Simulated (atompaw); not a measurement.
Scattering properties, PAW (atompaw) potential for Al (Z = 13)

| Property | Result |
| --- | --- |
| Element | aluminium (Al) |
| Generator | atompaw 4.2.0.5 |
| Type | PAW |
| Functional | LDA (PW92) |
| Relativity | scalar-relativistic |
| Frozen core | [Ne] |
| Valence charge | 3 |
| Reference configuration | 3s2 3p0.5 (charge +0.5) |
| Partial waves | 3s (bound): rc 1.85 bohr; 3s channel at 0.35 Ry: rc 1.85 bohr; 3p (bound): rc 1.75 bohr; 3p channel at 0.1 Ry: rc 1.75 bohr; 3d channel at 0.35 Ry: rc 1.45 bohr; 3d channel at 3.05 Ry: rc 1.45 bohr |
| Local potential | troulliermartins scheme with l = 3 at 0.5 Ry, radius 1.50 bohr |
| Core correction | smooth core density matched at 1.05 bohr |
| Augmentation charge | besselshape compensation charge, radius 1.50 bohr; PAW radius 1.85 bohr; waves and projectors: custom polynom gramschmidtortho |

The phase is arctan(r·u′/u) with u = r·R(r), unwrapped; energies in Ry, scanned from -3 to 5 Ry. A pole is an energy at which the radial function vanishes at the test radius. The pseudo phase is shifted by a multiple of π to meet the all-electron one at the reference energy, and phase errors are pseudo minus all-electron; the curves can meet again beyond the range given. Levels narrower than the energy grid can be missing from the lists of poles.

Problem. For each channel, where are the poles, and over which energies does the pseudopotential scatter like the atom?

Solution.

```tsv
channel	radius (bohr)	reference energy (Ry)	poles, all-electron	poles, pseudo	unbroken range about the reference energy with phases within 0.05 rad	phase error 1 Ry above the reference energy (rad)
s	1.86	-0.82	3.72	3.72	the whole range	-0.000
p	1.86	-0.42	4.49	4.65	the whole range	+0.000
d	1.86	0.35	4.42	4.43	the whole range	+0.000
```

Note: ghost states, extra bound levels that the all-electron valence spectrum of the same l lacks: s at -102.5 eV, p at -49.3 eV. A true bound ghost makes a file unfit for plane-wave use.

Phases in the d channel:

```
E (Ry)  all-electron  pseudo
 -3.00         1.272   1.272
 -2.76         1.261   1.261
 -2.52         1.248   1.248
 -2.28         1.234   1.234
 -2.04         1.219   1.219
 -1.80         1.201   1.201
 -1.56         1.181   1.181
 -1.32         1.157   1.157
 -1.08         1.129   1.129
 -0.84         1.095   1.095
 -0.60         1.054   1.054
 -0.36         1.004   1.004
 -0.12         0.939   0.939
  0.12         0.855   0.855
  0.36         0.742   0.742
  0.60         0.586   0.586
  0.84         0.371   0.371
  1.08         0.086   0.086
  1.32        -0.245  -0.245
  1.56        -0.561  -0.561
  1.80        -0.814  -0.814
  2.04        -1.000  -1.000
  2.28        -1.135  -1.135
  2.52        -1.234  -1.234
  2.76        -1.310  -1.310
  3.00        -1.369  -1.369
  3.24        -1.418  -1.418
  3.48        -1.458  -1.458
  3.72        -1.492  -1.492
  3.96        -1.522  -1.522
  4.20        -1.548  -1.548
  4.44        -1.572  -1.572
  4.68        -1.595  -1.595
  4.92        -1.616  -1.616
```
